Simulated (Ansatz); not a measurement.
The cluster Sn₃H₄⁻. Total charge -1; doublet. Geometry PBE-D4/def2-SVP, that of the neutral singlet; atoms count from 1.

```xyz
7

Sn    0.435   -0.154   -1.931
Sn    1.751    0.329    0.875
Sn   -1.200   -0.096    0.580
H     0.554   -0.943    1.624
H    -1.048    0.903   -1.389
H     0.247    1.378    1.372
H    -0.739   -1.417   -1.132
```

In the def2 sets Sn takes a core potential; there is no spin–orbit coupling. The highest occupied level of the charge -1 doublet lies above zero (up to 0.38 eV). By energy differences its removal costs 1.06 eV (vertical, to the charge 0 singlet, at PBE0-D4/def2-TZVPD); a positive level beside a positive removal energy at the same level points to self-interaction error. The structure comes from a short search, and lower isomers may exist.

Estimate the Mulliken populations from the PBE0/def2-TZVPD orbitals of Ansatz.


| atom | charge (e) | spin (α − β) |
| --- | --- | --- |
| Sn1 | -0.34 | 0.30 |
| Sn2 | -0.34 | 0.30 |
| Sn3 | -0.38 | 0.56 |
| H4 | 0.02 | -0.04 |
| H5 | 0.01 | -0.04 |
| H6 | 0.02 | -0.04 |
| H7 | 0.02 | -0.04 |
Mulliken values and Mayer orders depend strongly on the basis. With diffuse functions, as here, like atoms can get unlike values, and bond orders can come out too low or too high.

Where does the spin sit?

Summed by element: Sn 1.17, H -0.17, of 1 unpaired in all. Largest on single atoms: Sn3 0.56, Sn2 0.30, Sn1 0.30.

And the Mayer bond orders between bonded heavy atoms (over 0.3)?

Sn1–Sn2 0.77 (3.14 Å); Sn1–Sn3 0.77 (3.00 Å); Sn2–Sn3 0.77 (3.00 Å).
